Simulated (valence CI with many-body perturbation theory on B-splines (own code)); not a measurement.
## Forbidden lines of Pb⁷⁶⁺

Level of theory: relativistic CI+MBPT: four valence electrons over a frozen Dirac-Fock core [He], a basis of 11 s, 11 p, 10 d, 8 f, 5 g, 2 h functions for each j, with the one-electron correlation potential Σ1, the two-electron term Σ2, the three-electron term Σ3, Breit, model QED; selected CI, second order for the rest, scaled by the run's own slope (own B-spline code, finite nucleus).

The last digits are not significant, and no measured levels were compared; by estimate large intervals hold to a few tenths of a per cent, small ones and those within an open d or f shell to about a per cent. Among the levels kept, up to 1200 cm⁻¹ of a level comes from second order outside the variational space, and about a tenth of that is noise between levels of different J, which matters for small intervals.

Lines 1 to 50 of 89 in falling wavelength, among levels below 19121 eV, chosen from the decays that carry over 1 % of a level's rate. Wavelengths and rates use the calculated energies. Electric multipoles are in the length gauge, E1 and E2 with the static RPA response of the core. Weak lines are less certain than strong ones. Lines between different terms over intervals too small for the method are left out, as are lines whose strength nearly cancels. The highest levels of a list are the least certain.

Levels are named by their leading jj configuration (3d3/2^4 stands for four electrons in 3d with j = 3/2), which in mixed levels can hold well under half, so a name can repeat and another be missing. Letters in brackets count levels of one name in rising energy.

```csv
λ vac (nm),Upper,Lower,Type,A (s⁻¹),Branch %
0.5425,(2s^2 2p1/2 2p3/2) J=1,(2s^2 2p1/2^2) J=0,M1,7.14e+10,100.0
0.5383,(2s^2 2p1/2 2p3/2) J=2,(2s^2 2p1/2^2) J=0,E2,5.92e+08,100.0
0.5349,(2s^2 2p3/2^2) J=2,(2s^2 2p1/2 2p3/2) J=2,M1,5.54e+10,19.8
0.5343,(2s^2 2p3/2 3d5/2) J=4,(2s^2 2p1/2 3d5/2) J=3,M1,4.51e+10,2.4
0.5308,(2s^2 2p3/2^2) J=2,(2s^2 2p1/2 2p3/2) J=1,M1,5.50e+10,19.7
0.5146,(2s^2 2p3/2^2) J=0,(2s^2 2p1/2 2p3/2) J=1,M1,1.19e+11,39.2
0.1126,(2s 2p1/2^2 3p1/2) J=0,(2s 2p1/2^2 2p3/2) J=1,M1,1.70e+11,1.9
0.1118,(2s^2 2p3/2 3p1/2) J=2,(2s^2 2p3/2^2) J=0,E2,1.04e+12,8.8
0.1116,(2s^2 2p1/2 3p1/2) J=1,(2s^2 2p1/2 2p3/2) J=2,E2,2.73e+12,43.3
0.1116,(2s^2 2p1/2 3p1/2) J=1,(2s^2 2p1/2 2p3/2) J=2,M1,1.44e+11,2.3
0.1116,(2s 2p1/2^2 3p1/2) J=0,(2s 2p1/2^2 2p3/2) J=2,E2,5.43e+12,59.8
0.1114,(2s^2 2p1/2 3p1/2) J=1,(2s^2 2p1/2 2p3/2) J=1,E2,2.73e+12,43.3
0.1111,(2s^2 2p3/2 3p1/2) J=1,(2s^2 2p3/2^2) J=2,E2,2.76e+12,20.6
0.1111,(2s^2 2p3/2 3p1/2) J=1,(2s^2 2p3/2^2) J=2,M1,1.44e+11,1.1
0.1111,(2s^2 2p3/2 3p1/2) J=2,(2s^2 2p3/2^2) J=2,E2,3.82e+12,32.1
0.1110,(2s^2 2p1/2 3p1/2) J=0,(2s^2 2p1/2 2p3/2) J=2,E2,5.41e+12,48.9
0.1109,(2s^2 2p1/2 3p1/2) J=0,(2s^2 2p1/2 2p3/2) J=1,M1,1.67e+11,1.5
0.1106,(2s 2p3/2^2 3p1/2) J=0,(2s 2p3/2^3) J=2,E2,2.87e+12,9.2
0.1065,(2s^2 2p3/2 3d5/2) J=4,(2s 2p1/2 2p3/2^2) J=2 [b],E2,4.64e+10,2.4
0.1062,(2s 2p1/2 2p3/2 3p3/2) J=4,(2s 2p1/2 2p3/2^2) J=2 [b],E2,1.73e+11,2.2
0.1056,(2s 2p3/2^2 3p3/2) J=4,(2s 2p3/2^3) J=2,E2,1.03e+12,6.3
0.1055,(2s^2 2p3/2 3d5/2) J=4,(2s 2p1/2 2p3/2^2) J=3,E2,3.54e+11,18.5
0.1052,(2s 2p1/2 2p3/2 3p3/2) J=0 [b],(2s 2p1/2 2p3/2^2) J=2 [b],E2,3.08e+12,5.9
0.1052,(2s 2p1/2 2p3/2 3p3/2) J=3 [a],(2s 2p1/2 2p3/2^2) J=2 [a],E2,1.74e+12,2.6
0.1052,(2s 2p1/2 2p3/2 3p3/2) J=4,(2s 2p1/2 2p3/2^2) J=3,E2,1.42e+12,17.9
0.1052,(2s^2 2p3/2 3p3/2) J=2,(2s^2 2p3/2^2) J=0,E2,1.11e+12,5.8
0.1051,(2s 2p1/2 2p3/2 3p3/2) J=1 [d],(2s 2p1/2 2p3/2^2) J=2 [b],E2,1.75e+12,2.0
0.1051,(2s^2 2p3/2 3d5/2) J=4,(2s 2p1/2 2p3/2^2) J=2 [a],E2,2.27e+10,1.2
0.1051,(2s 2p1/2 2p3/2 3p3/2) J=1 [d],(2s 2p1/2 2p3/2^2) J=1 [a],E2,1.56e+12,1.7
0.1050,(2s 2p1/2^2 3p3/2) J=2,(2s 2p1/2^2 2p3/2) J=2,E2,1.86e+12,2.0
0.1050,(2s^2 2p1/2 3p3/2) J=2,(2s^2 2p1/2 2p3/2) J=2,E2,1.91e+12,17.6
0.1050,(2s^2 2p1/2 3p3/2) J=1,(2s^2 2p1/2 2p3/2) J=2,E2,1.38e+12,16.6
0.1049,(2s^2 2p3/2 3p3/2) J=3,(2s^2 2p3/2^2) J=2,E2,2.18e+12,12.4
0.1049,(2s^2 2p3/2 3p3/2) J=1,(2s^2 2p3/2^2) J=2,E2,2.19e+12,11.0
0.1048,(2s^2 2p1/2 3p3/2) J=2,(2s^2 2p1/2 2p3/2) J=1,E2,8.32e+11,7.7
0.1048,(2s^2 2p1/2 3p3/2) J=1,(2s^2 2p1/2 2p3/2) J=1,E2,1.38e+12,16.7
0.1048,(2s 2p1/2 2p3/2 3p3/2) J=4,(2s 2p1/2 2p3/2^2) J=2 [a],E2,9.12e+10,1.2
0.1043,(2s^2 2p3/2 3p3/2) J=0,(2s^2 2p3/2^2) J=2,E2,5.59e+12,23.6
0.1042,(2s 2p1/2 2p3/2 3p3/2) J=1 [d],(2s 2p1/2 2p3/2^2) J=3,E2,9.72e+11,1.1
0.1039,(2s 2p1/2 2p3/2 3p3/2) J=0 [b],(2s 2p1/2 2p3/2^2) J=2 [a],E2,7.53e+11,1.5
0.1030,(2s 2p1/2 2p3/2 3d5/2) J=5,(2s 2p1/2 2p3/2^2) J=3,M2,1.85e+11,52.9
0.1030,(2s 2p1/2 2p3/2 3d5/2) J=5,(2s 2p1/2 2p3/2^2) J=3,E3,1.06e+10,3.0
0.1027,(2s^2 2p3/2 3d5/2) J=4,(2s^2 2p3/2^2) J=2,M2,1.47e+11,7.7
0.08834,(2s 2p1/2 2p3/2 3p3/2) J=3 [a],(2s 2p1/2^2 2p3/2) J=2,E2,7.97e+11,1.2
0.08823,(2s^2 2p3/2 3d5/2) J=4,(2s 2p1/2^2 2p3/2) J=2,E2,1.36e+11,7.1
0.08804,(2s 2p1/2 2p3/2 3p3/2) J=4,(2s 2p1/2^2 2p3/2) J=2,E2,2.90e+12,36.7
0.08795,(2s 2p3/2^2 3p3/2) J=4,(2s 2p1/2 2p3/2^2) J=3,E2,1.25e+12,7.7
0.08792,(2s 2p1/2 2p3/2 3p3/2) J=1 [d],(2s 2p1/2^2 2p3/2) J=1,E2,1.71e+12,1.9
0.08785,(2s^2 2p1/2 3p3/2) J=2,(2s^2 2p1/2^2) J=0,E2,2.77e+12,25.5
0.08785,(2s^2 2p1/2 3p3/2) J=1,(2s^2 2p1/2^2) J=0,M1,9.58e+10,1.2
```
